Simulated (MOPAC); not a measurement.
Job for MOPAC: PM6 on H2PbS2 (SMILES [SH][Pb][SH]), a point of a torsion scan.

```
PM6 1SCF PRECISE CHARGE=0 THREADS=1
H2PbS2

S      1.47865495 1    -0.78642528 1     0.03497514 1
Pb    -0.45840946 1    -1.75836115 1    -1.35607683 1
S      0.60945034 1    -1.56813111 1    -3.62420391 1
H      1.10339557 1     0.48182058 1    -0.00990205 1
H      1.78444174 1    -1.06507005 1    -3.29409582 1
```

The log:

```
*******************************************************************************
 **                                                                           **
 **                              MOPAC v23.2.5                                **
 **                                                                           **
 *******************************************************************************
 ** MOPAC's Digital Object Identifier: https://doi.org/10.5281/zenodo.6511958 **
 **                                                                           **
 ** Please cite the open-source release paper for use of this MOPAC version:  **
 ** J. E. Moussa and J. J. P. Stewart (2026)                                  **
 ** MOPAC: An open-source semiempirical molecular orbital program             **
 ** J. Open Source Softw., 11(119), 8025, https://doi.org/10.21105/joss.08025 **
 *******************************************************************************

                              PM6 CALCULATION RESULTS

 *******************************************************************************
 *  PM6        - The PM6 Hamiltonian to be used
 *
 *
 *
 *                 CHARGE ON SYSTEM = 0
 *
 *
 *
 *  PRECISE    - TIGHTER CRITERIA TO BE USED
 *  1SCF       - DO 1 SCF AND THEN STOP
 *  THREADS=1  - MULTI-THREADING NOT USED
 *  T=         - A TIME OF 172800.0 SECONDS REQUESTED
 *  DUMP=N     - RESTART FILE WRITTEN EVERY 7200.0 SECONDS REQUESTED
 *******************************************************************************
PM6 1SCF PRECISE CHARGE=0 THREADS=1
 H2PbS2

   ATOM   CHEMICAL          X               Y               Z
  NUMBER   SYMBOL      (ANGSTROMS)     (ANGSTROMS)     (ANGSTROMS)

     1       S          1.47865495  *  -0.78642528  *   0.03497514  *
     2      Pb         -0.45840946  *  -1.75836115  *  -1.35607683  *
     3       S          0.60945034  *  -1.56813111  *  -3.62420391  *
     4       H          1.10339557  *   0.48182058  *  -0.00990205  *
     5       H          1.78444174  *  -1.06507005  *  -3.29409582  *



          CARTESIAN COORDINATES

    NO.       ATOM           X           Y           Z

     1         S          1.4787     -0.7864      0.0350
     2        Pb         -0.4584     -1.7584     -1.3561
     3         S          0.6095     -1.5681     -3.6242
     4         H          1.1034      0.4818     -0.0099
     5         H          1.7844     -1.0651     -3.2941

 General Reference for PM6:
 "Optimization of Parameters for Semiempirical Methods V: Modification of NDDO Approximations
 and Application to 70 Elements", J. J. P. Stewart, J. Mol. Mod., 13, 1173-1213 (2007)
 URL: https://link.springer.com/article/10.1007/s00894-007-0233-4

           Empirical Formula: H2 S2 Pb  =     5 atoms



      MOLECULAR POINT GROUP   :   C1


      RHF CALCULATION, NO. OF DOUBLY OCCUPIED LEVELS = 9


 -------------------------------------------------------------------------------
 PM6 1SCF PRECISE CHARGE=0 THREADS=1
 H2PbS2



     1SCF WAS SPECIFIED, SO BFGS WAS NOT USED
     SCF FIELD WAS ACHIEVED


                              PM6 CALCULATION
                                                       MOPAC v23.2.5 Linux




          FINAL HEAT OF FORMATION =         26.82407 KCAL/MOL =     112.23190 KJ/MOL


          COSMO AREA              =        128.61 SQUARE ANGSTROMS
          COSMO VOLUME            =        120.58 CUBIC ANGSTROMS

          IONIZATION POTENTIAL    =          8.846876 EV
          HOMO LUMO ENERGIES (EV) =         -8.847 -2.513
          NO. OF FILLED LEVELS    =          9
          MOLECULAR WEIGHT        =        273.3358         POINT GROUP:  C1

          MOLECULAR DIMENSIONS (Angstroms)

            Atom       Atom       Distance
            H     4    S     3     4.18443
            H     5   Pb     2     2.85008
            S     1    H     4     1.18372


          SCF CALCULATIONS        =          1





   ATOM   CHEMICAL          X               Y               Z
  NUMBER   SYMBOL      (ANGSTROMS)     (ANGSTROMS)     (ANGSTROMS)

     1       S          1.47865495  *  -0.78642528  *   0.03497514  *
     2      Pb         -0.45840946  *  -1.75836115  *  -1.35607683  *
     3       S          0.60945034  *  -1.56813111  *  -3.62420391  *
     4       H          1.10339557  *   0.48182058  *  -0.00990205  *
     5       H          1.78444174  *  -1.06507005  *  -3.29409582  *

                             CARTESIAN COORDINATES

   1    S        1.478654950    -0.786425280     0.034975140
   2   Pb       -0.458409460    -1.758361150    -1.356076830
   3    S        0.609450340    -1.568131110    -3.624203910
   4    H        1.103395570     0.481820580    -0.009902050
   5    H        1.784441740    -1.065070050    -3.294095820


           Empirical Formula: H2 S2 Pb  =     5 atoms



      MOLECULAR POINT GROUP   :   C1


                  EIGENVALUES
 -30.47128 -29.61810 -18.67651 -13.40156 -12.84648  -9.89882  -9.49013  -9.25137
  -8.84688  -2.51318  -1.59969  -1.49878   0.62722   0.75551   1.84390   1.86561
   1.91496   1.92383   1.96586   2.05067   2.05892   2.06262   3.78624   3.83502


              NET ATOMIC CHARGES AND DIPOLE CONTRIBUTIONS

  ATOM NO.   TYPE          CHARGE      No. of ELECS.   s-Pop       p-Pop       d-Pop
    1          S          -0.593871        6.5939     1.92304     4.57478     0.09605
    2         Pb           0.694010        3.3060     1.93862     1.36737
    3          S          -0.533765        6.5338     1.91481     4.51909     0.09986
    4          H           0.213859        0.7861     0.78614
    5          H           0.219767        0.7802     0.78023
 DIPOLE           X         Y         Z       TOTAL
 POINT-CHG.    -4.291    -0.227     1.184     4.458
 HYBRID         1.937     0.329    -0.606     2.056
 SUM           -2.354     0.102     0.578     2.426


          ATOMIC ORBITAL ELECTRON POPULATIONS

     Atom    s        px        py        pz      x^2-y^2     xz        z^2       yz        xy
    1  S   1.92304   1.61382   1.17017   1.79080   0.03891   0.00843   0.02410   0.00163   0.02299
    2 Pb   1.93862   0.56238   0.32722   0.47777
    3  S   1.91481   1.25883   1.69841   1.56184   0.02402   0.01797   0.01794   0.01152   0.02841
    4  H   0.78614
    5  H   0.78023

 **********************
 *                    *
 * JOB ENDED NORMALLY *
 *                    *
 **********************




 == MOPAC DONE ==
```

The run finished.

Cost: about 0.04 core-seconds (a rough figure).
